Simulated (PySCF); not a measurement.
CHO2, SMILES [O]C=O (connectivity only; charge and spin as stated), charge -1, multiplicity 1. The structure is a stationary point at B3LYP-D3(BJ)/def2-TZVPD. The multiplicity is an assumed one; other spin states were not compared. The isomer is the one that the SMILES or the coordinates give; other isomers of the formula were not compared.

All values below come from B3LYP-D3(BJ)/def2-TZVPD (PySCF).

Harmonic wavenumbers (cm⁻¹): 745, 1042, 1340, 1371, 1650, 2575. Rotational constants (GHz): 108.1, 12.26, 11.01; symmetry number 2.

Task: Work out the zero-point energy and the ideal-gas rigid-rotor harmonic-oscillator thermochemistry at 298.15 K and 1 atm.

Result: ZPE = ½ Σ hcν = ½ × 8722 cm⁻¹ = 52.17 kJ/mol. H − E(el) = 62.47 kJ/mol. Entropy in J/(mol K): translation 156.23, rotation 80.54, vibration 1.62, total 238.38. G − E(el) = -8.60 kJ/mol. Cp = 38.99 J/(mol K).
